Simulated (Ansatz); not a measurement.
`O[SiH2][SeH]`, relaxed with RKS PBE0-D4/def2-TZVP in the Gaussian-basis code of Ansatz from a PBE-D4/def2-SVP geometry. The force threshold is 0.005 eV/Å; the program also tests the step.

Charge 0, multiplicity 1.

Start:

```xyz
7

O     1.229   -0.981    0.542
Si    0.359    0.065   -0.442
Se   -1.932   -0.191   -0.340
H     1.002   -0.949    1.488
H     0.647    1.508   -0.128
H     0.762   -0.298   -1.834
H    -2.066    0.846    0.714
```

(1) By how much does the energy fall, and how many steps does the optimiser take? (An estimate is asked.)

(2) Which bonds change most? (Best estimate.)

(3) Give the relaxed structure. (Best estimate.)

Results:

(1) Computed: 0.04 eV, in 6 steps.

(2) Computed: O1–Si2 from 1.679 to 1.641 Å; Si2–Se3 from 2.307 to 2.282 Å; Si2–H5 from 1.505 to 1.484 Å; Si2–H6 from 1.494 to 1.477 Å.

(3) The calculation gave: 
```xyz
7

O     1.233   -0.922    0.540
Si    0.364    0.070   -0.437
Se   -1.891   -0.237   -0.267
H     0.948   -1.013    1.451
H     0.621    1.502   -0.141
H     0.764   -0.286   -1.813
H    -2.038    0.886    0.667
```
